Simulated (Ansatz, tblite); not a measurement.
Cost and result up the ladder for `Fc1cc(-c2sc(-c3sc(S)cc3F)cc2F)sc1S` (25 atoms). Charge 0, multiplicity 1. Geometry: r2SCAN-D4/def2-SVP.

```xyz
25

F     2.969    0.460    5.367
C     1.973    0.284    4.492
C     2.149    0.381    3.095
C     0.963    0.157    2.410
C     0.733    0.166    0.993
S    -0.827   -0.153    0.281
C    -0.217    0.063   -1.347
C    -1.079   -0.073   -2.486
S    -0.506    0.156   -4.120
C    -2.057   -0.256   -4.804
S    -2.367   -0.153   -6.527
C    -2.990   -0.516   -3.819
C    -2.427   -0.404   -2.530
F    -3.128   -0.634   -1.417
C     1.138    0.366   -1.330
C     1.649    0.418   -0.022
F     2.932    0.694    0.229
S    -0.352   -0.162    3.526
C     0.686   -0.003    4.906
S     0.094   -0.202    6.541
H     3.103    0.601    2.618
H    -1.439   -1.058   -6.924
H    -4.028   -0.791   -4.012
H     1.744    0.545   -2.219
H     1.285    0.115    7.097
```

Ansatz on 2 threads of AMD EPYC 7R13 on a shared host and a share (18 GiB) of an NVIDIA H100 80GB HBM3; xTB runs through tblite on one thread. Times are rough, summed over both states, and most runs start from the orbitals of an earlier one. PBE0-D4/def2-TZVP serves as the yardstick here, not as an exact answer. The other state is a triplet.

The xTB rows come from tblite. Single mean-field runs in def2-TZVP are fitted with def2-universal-jkfit.

xTB has no spin-polarisation term.

| level | functions | vertical triplet (eV) | difference from PBE0-D4/def2-TZVP (eV) |
| --- | --- | --- | --- |
| PBE0-D4/def2-TZVP (with forces) | 680 | 1.89 | 0.00 |
| PBE-D4/def2-TZVP (with forces) | 680 | 1.74 | -0.15 |
| GFN1-xTB | 115 | 1.85 | -0.04 |
| GFN2-xTB | 110 | 1.80 | -0.09 |

**Question.** Estimate how long each takes.

**Answer.** GFN1-xTB 0.13 s; GFN2-xTB 0.14 s; PBE-D4/def2-TZVP (with forces) 20 s; PBE0-D4/def2-TZVP (with forces) 41 s. On shared hardware such times vary by a factor of up to 3.
